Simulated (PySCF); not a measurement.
# Nickel: a sound run and one with changed settings

Sound run: Ni²⁺ [Ar] 3d8, Ni³⁺ [Ar] 3d7. All numbers are calculated (PySCF 2.14, scalar relativity by spin-free X2C-1e, in x2c-SVPall). The sound run starts from symmetry-adapted Hartree-Fock orbitals and uses a fine grid where one is needed.

Changed run: 14 angular points. This setting is unsound on purpose.

| species | method | sound run (hartree) | changed run (hartree) | converged |
| --- | --- | --- | --- | --- |
| Ni²⁺ | UHF | -1517.98015 | -1517.98015 | yes |
| Ni²⁺ | M06-2X | -1519.34490 | -1519.32143 | yes |
| Ni²⁺ | LDA | -1516.51629 | -1516.61152 | yes |
| Ni³⁺ | UHF | -1516.77126 | -1516.77126 | yes |
| Ni³⁺ | M06-2X | -1518.04315 | -1518.04225 | yes |
| Ni³⁺ | LDA | -1515.17040 | -1515.16258 | yes |

Ionisation energy of Ni²⁺:

| method | sound run (eV) | changed run (eV) |
| --- | --- | --- |
| UHF | 32.895 | 32.895 |
| M06-2X | 35.422 | 34.808 |
| LDA | 36.624 | 39.427 |

A coarse angular grid integrates products of high-l functions wrongly, so density functionals can shift, and the SCF can exploit the error; Hartree-Fock and MP2 need no grid.

For comparison, NIST gives 35.187 ± 0.019 eV between the lowest levels.
